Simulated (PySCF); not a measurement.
hydroxymethyl(methoxy)borinic acid (C2H7BO3), SMILES COB(O)CO. Coordinates come from a PBE-D3(BJ)/def2-SVP optimisation. The values are those of a single conformer.

### Question
Give the equilibrium geometry at PBE-D3(BJ)/def2-SVP (PySCF confirms it by a frequency run) as Cartesian coordinates in Å. (An estimate is asked for; the answer gives what the named calculation found.)

### Answer
One answer among several that fit: 
```xyz
13

C      2.4779    -0.1314    -0.2460
O      1.2814     0.6257    -0.1294
B      0.0674     0.0243     0.0292
O     -0.0882    -1.3357     0.0543
C     -1.2551     0.9000     0.2194
O     -2.4185     0.0377     0.1617
H      2.2915    -1.2218    -0.1627
H      3.1857     0.1764     0.5522
H      2.9542     0.0786    -1.2269
H     -1.0546    -1.4700     0.2028
H     -1.2545     1.3670     1.2295
H     -1.3282     1.7503    -0.4963
H     -2.6665    -0.0356    -0.7777
```
